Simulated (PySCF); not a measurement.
**Telling isomers of C8H12O apart by NMR**

PySCF calculation with coordinates at the GFN2-xTB level and PBE0/pcSseg-1 with gauge-including orbitals; a single conformation, no solvent, no relativistic terms, equivalent nuclei averaged.

Referencing at the same level of theory: TMS for ¹H, ¹³C. Where no couplings were computed, multiplicities follow the n + 1 count of equivalent neighbours, and m marks all less simple cases (inequivalent or close neighbours, rings, F or P nearby). Shifts are as computed. Against solution values, carbons near 30 ppm lie about +3 ppm off and those near 130 ppm about +5 ppm. Of 1211 compounds with measured shifts, 218 miss one by over three times the rms of a fit or turn the order of signals round; such compounds aren't used in these exercises.

(1) Tabulate the signals of `C=CC(=O)C(C)(C)C=C`, `C=CC(=C)C(=C)OCC` and their relative energies.

(2) What is the quickest way to tell C=CC(=O)C(C)(C)C=C from C=CC(=C)C(=C)OCC?

Results:

(1) 
| SMILES | carbon types | δC | δH | E rel. (kcal/mol) |
| --- | --- | --- | --- | --- |
| C=CC(=O)C(C)(C)C=C | 2×C 2×CH 2×CH2 2×CH3 | 205.3, 153.5, 138.4, 138.1, 121.0, 53.9, 24.1 | 7.17 (m, 1H), 6.95 (m, 1H), 6.17 (m, 1H), 6.00 (m, 1H), 5.61 (m, 1H), 5.60 (m, 1H), 1.21 (s, 6H) | 0.0 |
| C=CC(=C)C(=C)OCC | 2×C 1×CH 4×CH2 1×CH3 | 169.3, 150.8, 145.1, 122.5, 120.3, 86.9, 65.2, 17.4 | 6.64 (m, 1H), 5.97 (m, 1H), 5.89 (m, 1H), 5.85 (m, 1H), 5.42 (m, 1H), 4.34 (br s, 1H), 4.11 (br s, 1H), 3.80 (q, 2H), 1.47 (t, 3H) | 16.1 |

Energies are electronic energies at PBE0/pcSseg-1 on these geometries, without zero-point or thermal terms, each for the one conformer computed, which needn't be the lowest.

(2) Count the carbon signals: 7 against 8. The first has a quaternary sp3 carbon α to a carbonyl (C) at 53.9 ppm, the second an sp3 CH2 bonded to O at 65.2 ppm. Their most deshielded carbons lie at 205.3 and 169.3 ppm. In the proton spectra the most deshielded non-exchanging signals are 7.17 (m, 1H) and 6.64 (m, 1H).
